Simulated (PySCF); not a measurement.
# Computed properties of Sn(Cl)2(OH)(NH2) (Cl2H3NOSn), SMILES [NH2][Sn]([OH])([Cl])[Cl]

Sn(Cl)2(OH)(NH2) (Cl₂H₃NOSn), SMILES [Cl][Sn]([Cl])([NH2])[OH]. Geometry optimised at B3LYP-D3(BJ)/def2-SVP. The def2 effective core potentials stand for the cores of Sn; spin–orbit coupling is left out. The values are those of a single conformer. All values are computed for the isolated molecule unless a solvent is named; none is compared with measurement here.

**Structure.** All 18 harmonic modes at B3LYP-D3(BJ)/def2-SVP (PySCF) are real, so it is a minimum. With heavy atoms numbered as in [NH2:1][Sn:2]([OH:3])([Cl:4])[Cl:5], the shortest bond between them is Sn2–O3 at 1.975 Å and the longest Sn2–Cl5 at 2.360 Å.

**Vibrations.** The strongest infrared lines (harmonic, unscaled, degenerate partners summed) lie at 543 cm⁻¹ (117 km/mol, N 65 %, H 27 %), 192 cm⁻¹ (93 km/mol, H 44 %, O 43 %), 3818 cm⁻¹ (83 km/mol, H 94 %). The softest mode is at 48 cm⁻¹ and the zero-point energy is 25.3 kcal/mol.

**Electronic structure.** PBE0/def2-TZVP (PySCF) places the frontier levels at -8.49 and -2.43 eV, a gap of 6.06 eV, and gives a dipole moment of 1.51 D and a mean polarisability of 73.0 bohr³.

**Excitations.** TDA-ωB97X/def2-SVPD (PySCF) has S1 at 5.48 eV (226 nm, f = 0.056, bright); the most intense of the 10 singlets computed lies at 8.11 eV (f = 0.19). T1 (TDA) is at 4.76 eV, 0.72 eV under S1. No vertical singlet excitation falls in the visible range (under 3.1 eV).
